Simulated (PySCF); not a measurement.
**Radial density of Tl⁺ (thallium, charge +1)**

M06-L, [Xe] 4f14 5d10 6s1 7s1, high-spin 3S determinant (an excited configuration). Calculation: PySCF 2.14, in aug-cc-pVQZ-DK3; scalar relativity by spin-free X2C-1e.

```csv
r (bohr),4πr²ρ (e/bohr),4πr²(ρα − ρβ)
0.0183,100.2,-0.0004
0.0308,118.0,0.0077
0.0518,152.8,0.0115
0.0870,118.5,-0.0066
0.146,142.2,0.0241
0.246,79.59,0.0214
0.414,88.69,-0.0066
0.697,29.42,0.1364
1.17,16.97,-0.0144
1.97,3.745,0.6957
3.32,0.2949,0.1833
5.58,0.2817,0.2816
9.38,0.02651,0.0265
15.8,0.0001641,0.0002
```

Densities and radii are taken from the X2C orbitals without a picture-change correction, which distorts them close to the nucleus.

Spin-orbit coupling, which splits the p, d and f shells strongly at this Z, is absent. The outer electron is Rydberg-like, and this basis confines it to a smaller radius and binds it less than a complete one would.

**Question.** Where is the radial spin density 4πr²(ρα − ρβ) most negative, and why is it negative at all?

**Answer.** Around r = 1.17 bohr, down to -0.0144 e/bohr: exchange with the open shell polarises the paired shells in an unrestricted calculation.
